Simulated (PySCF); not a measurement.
**Bonding in `CPc1ccoc1`**

Species: C5H7OP.
Numbering: `[CH3:1][PH:2][c:3]1[cH:4][cH:5][o:6][cH:7]1` (hydrogens: H8, H9, H10 on C1; H11 on P2; H12 on C4; H13 on C5; H14 on C7)

Geometry (GFN2-xTB, Å), atoms numbered from 1 in this order:
```
atom  x, y, z in Å
C1    -2.2136    0.6069    0.1002
P2    -1.2361   -0.2061   -1.2522
C3     0.3675   -0.2656   -0.4077
C4     1.2187    0.8434   -0.1323
C5     2.3311    0.3266    0.4489
O6     2.2417   -1.0108    0.5450
C7     1.0566   -1.3629    0.0237
H8    -2.0472    0.1180    1.0578
H9    -3.2700    0.5652   -0.1571
H10   -1.9149    1.6518    0.1696
H11   -1.5827   -1.5197   -0.9090
H12    1.0127    1.8738   -0.3395
H13    3.2245    0.7857    0.8232
H14    0.8110   -2.4066    0.0073
```

Bond orders from the PBE0/pcSseg-1 density (PySCF). Geometry: GFN2-xTB, one conformer, isolated molecule.

(1) Where do the orders between heavy atoms depart from those drawn in the SMILES?

(2) Set the Mayer orders of the bonds between heavy atoms beside their lengths.

Results:

(1) The largest departure is 0.421, at O6–C7 (drawn aromatic, 1.079), counting aromatic bonds as 1.5. The bonds drawn aromatic range from 1.08 to 1.61.

(2) 
| bond | drawn as | length (Å) | Mayer order |
| --- | --- | --- | --- |
| C1–P2 | single | 1.856 | 0.995 |
| P2–C3 | single | 1.813 | 0.927 |
| C3–C4 | aromatic | 1.425 | 1.248 |
| C4–C5 | aromatic | 1.357 | 1.613 |
| C5–O6 | aromatic | 1.344 | 1.084 |
| O6–C7 | aromatic | 1.342 | 1.079 |
| C7–C3 | aromatic | 1.366 | 1.599 |

Bonds between the same two heavy elements. C–P: lowest P2–C3 (0.927, 1.813 Å), highest C1–P2 (0.995, 1.856 Å); in 1 of the 1 pairs the longer bond (by over 0.003 Å) has the higher order (by 0.02 or more). C–C: lowest C3–C4 (1.248, 1.425 Å), highest C4–C5 (1.613, 1.357 Å). C–O: all 2 within 0.02 of one another (1.079 to 1.084).

Task: And the bonds to hydrogen?

Result: C–H: 0.95 to 1.00 (6 bonds); H–P: 0.94 (1 bond).

Task: Sum the orders of all bonds at each heavy atom with more than one neighbour and set the sums beside the valence in the SMILES.

Result: C1 3.864 (drawn 4), P2 2.862 (drawn 3), C3 3.774 (drawn 4), C4 3.857 (drawn 4), C5 3.680 (drawn 4), O6 2.163 (drawn 2), C7 3.672 (drawn 4). Orders between atoms that aren't bonded are not in these sums.

For a closed shell the Mayer order of atoms A and B is Σ (PS)μν (PS)νμ over the basis functions μ on A and ν on B, with P the density and S the overlap matrix.
